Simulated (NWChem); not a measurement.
## Polarisability of H$_{3}$Ga

SMILES: [GaH3]
```xyz
4

Ga     0.0000     0.0000     0.0000
H      0.0000     0.0000     1.5807
H      1.3689     0.0000    -0.7903
H     -1.3689     0.0000    -0.7903
```
Charge 0, spin multiplicity 1.

The numbers come from NWChem runs, not from measurements. The geometry was optimised at PBE/def2-SVP, a minimum by its harmonic frequencies.

Basis set: def2-SVPD. Static limit.

The Hamiltonian is non-relativistic. B3LYP has NWChem's definition, with VWN1-RPA local correlation. The structure started from a generated list of species.

**Question.** One of these methods gave an isotropic polarisability of 31.14 bohr³. Which?
A. B3LYP
B. BHandHLYP
C. HF
D. PBE

**Answer.** C, HF. The others give 33.83 (B3LYP), 34.72 (PBE), 32.50 (BHandHLYP).
